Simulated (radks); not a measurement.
Problem. Successive ionisation energies (eV) of one element, from differences of total energies of ions in their ground configurations, starting at charge 0: 6.142, 12.845, 23.301, 34.691, 80.553, 96.332, 112.26, 134.54, 152.24, 169.92, 211.55, 233.21, 429.22, 476.07, 524.37, 574.01, 624.85, 693.36, 748.74, 805.42, 863.32, 922.30. Method: non-relativistic Kohn-Sham, TPSS, spin-polarised, spherical densities, point nucleus; open shells are filled with parallel spins first (spin-orbit coupling, left out, can overturn this in heavy ions); meta-GGA in the generalised Kohn-Sham scheme; relativity is left out, which matters for an element this heavy; computed with a radial shooting solver on a logarithmic mesh with Libxc functionals. Which element is it?

Solution. Zirconium (Z = 40). The first species listed is Zr in [Kr] 4d2 5s2, the last Zr21+ in [Ar] 3d1.
